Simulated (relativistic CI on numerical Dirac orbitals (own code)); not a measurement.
**Slater's F² for Ca4+ from its measured terms**

Problem. The ground configuration 3s2 3p4 of Ca4+ has the measured levels 3P: 3275.6 (J = 0), 2404.7 (J = 1), 0.0 (J = 2); 1D: 18830.3 (J = 2); 1S: 43836.5 (J = 0) cm⁻¹ (Sugar and Corliss, J. Phys. Chem. Ref. Data 8, 865 (1979)). Test the one-configuration theory of p4 and extract F²(3p,3p).

Working.
1. Centres of gravity, weighted by 2J + 1: 3P 1165.5, 1D 18830.3, 1S 43836.5 cm⁻¹. To first order spin-orbit coupling drops out of them.
2. Slater-Condon theory gives 1D − 3P = 6F²/25 and 1S − 1D = 9F²/25, so the ratio of the upper interval to the lower is 9/6 = 1.500, whatever F².
3. Measured intervals: 17664.8 and 25006.2 cm⁻¹, ratio 1.416.
4. F² from the lower interval is 73603 and from the upper 69462 cm⁻¹.

Check. The radial integral calculated for this configuration (Dirac-KLI orbitals, unscaled) is F² = 86334 cm⁻¹; the two empirical values are 85 % and 80 % of it. The ratio departs from 1.50 through mixing with other configurations and second-order spin-orbit coupling.
